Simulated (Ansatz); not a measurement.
Basis-set extrapolation for C2H6AlN (PBE0-D4/def2-TZVP geometry, frozen core, the Gaussian-basis code of Ansatz). Multiplicity 1, RHF reference.

```json
{"": "HF", "def2-TZVPP": "-375.582710", "def2-QZVPP": "-375.596068"}
{"": "MP2 correlation", "def2-TZVPP": "-0.639081", "def2-QZVPP": "-0.681288"}
{"": "CCSD(T) correlation", "def2-TZVPP": "-0.700379", "def2-QZVPP": "not run"}
```

Energies in hartree. Use E(X) = E(∞) + A·exp(−7.88·√X) for Hartree–Fock and E(X) = E(∞) + B·X^(−2.97) for correlation, with X = 3 and 4, and add CCSD(T) minus MP2 of the smaller set to the MP2 limit.

Task: What is the CCSD(T) energy at the basis-set limit?

Result: HF limit: -375.596068 + (-0.013358) × 0.13774 = -375.59791. MP2 limit: -0.681288 + (-0.042207) × 0.74074 = -0.71255. Higher-order term: -0.700379 − (-0.639081) = -0.06130. Total: -376.37176 hartree, 55.6 kcal/mol below CCSD(T)/def2-TZVPP.
